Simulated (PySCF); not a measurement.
difluoro(fluoromethyl)silane (CH₃F₃Si), SMILES FC[SiH](F)F.

The structure is a stationary point at ωB97X-D3(BJ)/def2-SVP. The values are those of a single conformer.

Calculation: PySCF with ωB97X-D3(BJ)/def2-SVP.

Frequencies are harmonic and unscaled.

| mode | ν (cm⁻¹) | IR (km/mol) | Raman (Å⁴/amu) | depolarisation | moving atoms (share of kinetic energy) |
|---|---|---|---|---|---|
| 1 | 68 | 3.4 | 0.0 | – | F 76 %, H 14 %, C 10 % |
| 2 | 139 | 3.6 | 0.0 | – | F 91 % |
| 3 | 205 | 0.2 | 0.6 | 0.75 | F 41 %, H 31 %, C 18 %, Si 11 % |
| 4 | 310 | 26.7 | 0.8 | 0.75 | F 76 %, Si 16 % |
| 5 | 457 | 79.9 | 2.0 | 0.59 | Si 52 %, F 32 %, C 12 % |
| 6 | 642 | 10.2 | 12.9 | 0.27 | C 44 %, H 36 %, F 11 %, Si 10 % |
| 7 | 731 | 3.8 | 4.2 | 0.75 | H 72 %, C 24 % |
| 8 | 838 | 36.8 | 8.0 | 0.54 | H 50 %, F 39 %, Si 9 % |
| 9 | 862 | 6.5 | 7.7 | 0.75 | H 72 %, F 23 % |
| 10 | 935 | 230.1 | 3.0 | 0.55 | Si 40 %, H 27 %, F 26 % |
| 11 | 998 | 230.8 | 1.0 | 0.75 | Si 48 %, F 34 %, H 15 % |
| 12 | 1113 | 71.3 | 4.1 | 0.72 | C 46 %, F 41 %, H 12 % |
| 13 | 1251 | 6.8 | 8.8 | 0.75 | H 91 % |
| 14 | 1342 | 7.0 | 2.2 | 0.21 | H 68 %, C 30 % |
| 15 | 1460 | 6.2 | 11.9 | 0.73 | H 93 % |
| 16 | 2329 | 123.9 | 113.1 | 0.19 | H 97 % |
| 17 | 3057 | 12.7 | 115.1 | 0.10 | H 95 % |
| 18 | 3117 | 13.3 | 72.0 | 0.75 | H 90 %, C 10 % |
